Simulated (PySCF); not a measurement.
**Assigning NMR signals**

Atom-mapped SMILES (the numbers label the heavy atoms): `[CH3:1][C@@H:2]1[CH2:3][O:4][C:5](=[O:6])[C:7](=[O:8])[O:9]1`. Hydrogens are named by the atom that carries them. Ha(C3) is cis to C1 on the ring; Hb(C3) is trans to C1 on the ring.

Theoretical values (PySCF 2.14): coordinates at the GFN2-xTB level, PBE0/pcSseg-1 with gauge-including orbitals. No relativistic terms, averaged over atoms made equivalent by symmetry, fast rotation or ring inversion, no solvent model, a single conformation.

Shifts are taken against calculated references (same method and geometry level): TMS for ¹³C (σ = 186.93 ppm), ¹H (σ = 31.72 ppm).

(1) Assign these signals to the numbered atoms. ¹³C{¹H} NMR (computed): δ 158.7, 158.2, 75.7, 73.8, 18.1.

(2) Assign these signals to the numbered atoms. ¹H NMR (400 MHz, computed): δ 4.62 (m, 1H), 4.30 (m, 1H), 4.24 (m, 1H), 1.42 (d, 3H).

Results:

(1) 
| δ (ppm) | atoms | environment | reason |
| --- | --- | --- | --- |
| 158.7 | C5 | ester carbonyl carbon | lone-pair donation from the attached heteroatom keeps it upfield of a ketone carbonyl |
| 158.2 | C7 | ester carbonyl carbon | – |
| 75.7 | C2 | sp3 CH bonded to O | the inductive effect lowers its shielding |
| 73.8 | C3 | sp3 CH2 bonded to O | deshielded by the electronegative neighbour |
| 18.1 | C1 | methyl carbon | aliphatic region, no heteroatom directly attached |

C5 and C7; C2 and C3 lie closer than the usual error of such a calculation, so a measured spectrum could show them in the other order.

(2) 
```tsv
δ (ppm)	atoms	environment	reason
4.62	H(C2)	hydrogen on an sp3 CH bonded to O	its carbon carries O, an electronegative neighbour
4.30	Hb(C3)	hydrogen on an sp3 CH2 bonded to O	its carbon carries O, an electronegative neighbour
4.24	Ha(C3)	hydrogen on an sp3 CH2 bonded to O	–
1.42	H(C1)	hydrogen on a methyl carbon	–
```

Hb(C3) and Ha(C3) lie closer than the usual error of such a calculation, so a measured spectrum could show them in the other order.

Shifts are as computed. Against solution values, carbons near 30 ppm lie about +3 ppm off and those near 130 ppm about +5 ppm. Of 1211 compounds with measured shifts, 218 miss one by over three times the rms of a fit or turn the order of signals round; such compounds aren't used in these exercises. Multiplicities follow the n + 1 count of equivalent neighbours, as no J values were calculated; m marks all less simple cases, F and P coupling included.
